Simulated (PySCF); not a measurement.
Isomers C₆H₆ClF:

A. SMILES C1=C(F)[C@H](Cl)C=CC1
B. `InChI=1S/C6H6ClF/c7-6-3-1-2(4(3)6)5(6)8/h2-5H,1H2/t2-,3+,4-,5+,6-/m0/s1`
C. SMILES C1=C[C@H](Cl)[C@H]2[C@H](F)[C@@H]12

Spectrum 1. 13C{1H} NMR (computed): δ 168.5 (C), 139.6 (CH), 134.0 (CH), 115.1 (CH), 57.4 (CH), 31.8 (CH2).

Spectrum 2. 13C{1H} NMR (computed): δ 141.3 (CH), 140.0 (CH), 83.9 (CH), 68.8 (CH), 35.0 (CH), 34.8 (CH).

Spectrum 3. 13C{1H} NMR (computed): δ 108.0 (CH), 52.1 (C), 46.0 (CH), 42.7 (CH), 34.4 (CH2), 31.4 (CH).

PySCF 2.14.0 with density-fitted response routines calculation with geometry: GFN2-xTB and PBE0/pcSseg-1 with gauge-including orbitals; one computed conformer, rapidly exchanging positions averaged, in vacuum, non-relativistic Hamiltonian.

References, each an isolated molecule treated in the same way: TMS for 13C. Splittings of carbon signals by F and P are missing where no couplings were computed. Shifts are as computed. Against solution values, carbons near 30 ppm lie about +3 ppm off and those near 130 ppm about +5 ppm; carbons on Cl a further +6 ppm (rms about the fit 2.1 ppm; single classes can miss by 10 ppm). Of 1328 compounds with measured shifts, 309 miss one by over three times the rms of a fit or turn the order of signals round; such compounds aren't used in these exercises. Signals without a measured value on file couldn't be tested in this way; 1H shifts scatter by 0.2 ppm about their fit, and single ones miss by 0.5 ppm. Carbons bonded to Cl come out too deshielded.

Q: Match each spectrum to its structure.

A: 1–A, 2–C, 3–B.

- Spectrum 1 (A): 6 13C signals; δC 139.6 is an alkene CH; δC 134.0 is an alkene CH.
- Spectrum 2 (C): 6 13C signals; δC 141.3 is an alkene CH; δC 140.0 is an alkene CH.
- Spectrum 3 (B): 6 13C signals; δC 108.0 is an sp3 CH bonded to F; δC 52.1 is a three-membered-ring carbon.
